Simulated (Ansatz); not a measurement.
A structure relaxed at PBE0-D4/def2-SVP in Ansatz, charge 0, singlet:

| atom | x (Å) | y (Å) | z (Å) |
| --- | --- | --- | --- |
| Pb1 | 1.423 | -0.222 | -0.917 |
| Pb2 | -1.467 | -0.813 | -0.323 |
| O3 | 0.224 | -0.024 | 1.065 |
| O4 | -0.180 | 1.059 | 0.176 |

Question: Give its formula and point group.

Answer: the cluster Pb2O2. Point group C2v (tolerance 0.1 Å).

Question: Summarise the bond lengths by kind (pairs closer than 1.2 times the sum of covalent radii, bridged metal pairs left out).

Answer: 4 × O–Pb 2.33 Å; 1 × O–O 1.46 Å.

In the def2 sets Pb takes a core potential; there is no spin–orbit coupling. The structure holds 1 bond(s) between oxygen atoms. The restricted singlet is unstable towards broken spin symmetry in Hartree–Fock (as tested in another run); at PBE0-D4/def2-SVP this wasn't settled. Another isomer (singlet) lies 3.07 eV lower at PBE0-D4/def2-TZVP; other spin states weren't run for this one.
